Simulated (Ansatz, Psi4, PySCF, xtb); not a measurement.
Pair of molecules: GeH4 (SMILES [GeH4]) (first 5 atoms) with CH5N (SMILES CN); geometry from B3LYP-D3(BJ)/def2-TZVP.
(charge 0, multiplicity 1):
```xyz
12

Ge    -0.1163    -0.1863     0.2762
H     -0.4951    -0.1074    -1.2103
H      1.1174    -1.0866     0.4405
H     -1.2888    -0.7737     1.0750
H      0.2036     1.2209     0.8006
C     -0.4469     0.5988     4.1704
N      0.6668    -0.2867     3.8384
H     -0.0618     1.4841     4.6787
H     -1.1142     0.0897     4.8675
H     -1.0468     0.9357     3.3142
H      1.3171     0.1633     3.2062
H      0.3410    -1.1308     3.3843
```

Monomers are frozen at their geometry in the pair; levels with a basis set take the counterpoise correction.

Correlated levels freeze the cores. Filled d and f shells under p-block atoms count as core. Rows in 6-31G* carry no dispersion term and start afresh at each structure (6-31G* with six Cartesian d functions); the Pople sets are all-electron and without relativity.

The values were computed with Ansatz (Gaussian basis) for Hartree–Fock, density functionals and correlated methods; Psi4 for SAPT; PySCF for 6-31G* rows, the dispersion terms; xtb for the GFN methods. Values without a source in brackets are computed.

| level | interaction energy (kcal/mol) |
|---|---|
| GFN1-xTB | -4.20 |
| PBE/def2-TZVPPD | -0.30 |
| BLYP-D4/def2-TZVPPD | -1.25 |
| r2SCAN-D4/def2-TZVPPD | -1.43 |
| B3LYP/6-31G* | 0.96 |
| CAM-B3LYP-D3(BJ)/def2-TZVPPD | -1.34 |
| MP2/aug-cc-pVDZ | -0.85 |
| CCSD(T)/aug-cc-pVDZ | -0.92 |
| SAPT0/aug-cc-pVDZ | … |

Fill in the missing entries.


- SAPT0/aug-cc-pVDZ, interaction energy (kcal/mol): -1.08

Ansatz is a first-principles code.
